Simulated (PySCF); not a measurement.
Isomers C₆H₁₀N₂OSi:

A. SMILES CN[SiH2]Oc1ccccn1
B. SMILES C=C[C@@H](/C=N/C)O[SiH2]C#N
C. SMILES C=C([SiH2]N)C(=O)CCC#N
D. `CC(=O)c1cnn(C)c1[SiH3]`

Spectrum 1. ¹³C{¹H} NMR (computed): δ 198.6 (C), 149.8 (C), 140.0 (CH), 139.2 (C), 40.7 (CH3), 28.5 (CH3).

Spectrum 2. ¹³C{¹H} NMR (computed): δ 168.7 (C), 153.8 (CH), 145.4 (CH), 120.7 (CH), 116.6 (CH), 28.6 (CH3).

Spectrum 3. ¹³C{¹H} NMR (computed): δ 214.6 (C), 160.1 (C), 142.4 (CH2), 125.2 (C), 44.9 (CH2), 13.3 (CH2).

Spectrum 4. ¹³C{¹H} NMR (computed): δ 167.9 (CH), 143.3 (CH), 127.3 (C), 121.7 (CH2), 83.1 (CH), 50.3 (CH3).

Theoretical values (PySCF): shielding tensors at PBE0/pcSseg-1 (GIAO), GFN2-xTB geometry. Isolated molecule, one computed conformer, averaged over atoms made equivalent by symmetry, fast rotation or ring inversion, non-relativistic.

References, each an isolated molecule treated in the same way: TMS for ¹³C (σ = 186.93 ppm). Shifts are as computed. Against solution values, carbons near 30 ppm lie about +3 ppm off and those near 130 ppm about +5 ppm. Of 1309 compounds with measured shifts, 239 miss one by over three times the rms of a fit or turn the order of signals round; such compounds aren't used in these exercises.

Match each spectrum to its structure.

Answers

1–D, 2–A, 3–C, 4–B.

- Spectrum 1 (D): 6 ¹³C signals; δC 198.6 is a ketone carbonyl carbon; δC 40.7 is a methyl carbon bonded to N.
- Spectrum 2 (A): 6 ¹³C signals; δC 168.7 is an aromatic carbon bearing oxygen; δC 153.8 is an aromatic CH next to a ring nitrogen.
- Spectrum 3 (C): 6 ¹³C signals; δC 214.6 is a ketone carbonyl carbon; δC 160.1 is an α carbon of a C=C–C=O unit.
- Spectrum 4 (B): 6 ¹³C signals; δC 143.3 is an alkene CH; δC 127.3 is a nitrile carbon.
